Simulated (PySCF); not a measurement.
C5H3BF2O2S.
Structure used (PBE0-D3(BJ)/def2-SVP), in Å, numbered top down from 1:
```xyz
14
C5H3BF2O2S angstrom
O     -2.2252    2.2602    0.7278
C     -2.8682    1.2789    0.5152
O     -2.3606    0.0794    0.1783
C     -1.0234   -0.1169    0.0389
C     -0.5139   -1.3379   -0.3414
C      0.8927   -1.3012   -0.4251
C      1.4331   -0.0693   -0.1067
B      2.9163    0.3111   -0.0915
F      3.3269    1.5149    0.2673
F      3.8408   -0.5670   -0.4426
S      0.1978    1.0746    0.3008
H     -3.9705    1.1961    0.5596
H     -1.1468   -2.2004   -0.5473
H      1.5103   -2.1541   -0.7109
```

Computed with PySCF at PBE0/pcSseg-1, non-relativistic, on one gas-phase PBE0-D3(BJ)/def2-SVP geometry that isn't relaxed in the solvent. The solvent is an IEF-PCM continuum (Bondi radii, 1.10 Å for H, scaled by 1.2). Only the electrostatic response of the medium enters.

```tsv
run	E − E(gas) (kcal/mol)	HOMO (eV)	HOMO–LUMO gap (eV)	dipole (D)
gas	0.00	-7.24	5.44	3.88
P	-4.34	-7.15	5.43	4.67
Q	-6.01	-7.14	5.42	4.99
```

Task: The runs were made in acetonitrile and chloroform. Which run belongs to which solvent?

Result: P = chloroform, Q = acetonitrile. The dielectric constants are 4.711 (chloroform), 35.69 (acetonitrile), and the energy falls further as ε rises. In this model the ground state sees the solvent through ε alone.

Task: How constant is the ratio of the lowering to (ε − 1)/(2ε + 1)?

Result: 
```
     solvent  (ε − 1)/(2ε + 1)  E − E(gas) (kcal/mol)  ratio (kcal/mol)  polarisation term (kcal/mol)
  chloroform             0.356                  -4.34             -12.2                         -4.82
acetonitrile             0.479                  -6.01             -12.5                         -6.96
```

The ratio changes by +2.8 % in size from chloroform to acetonitrile. The polarisation term is half the interaction of the solute with the induced surface charges.
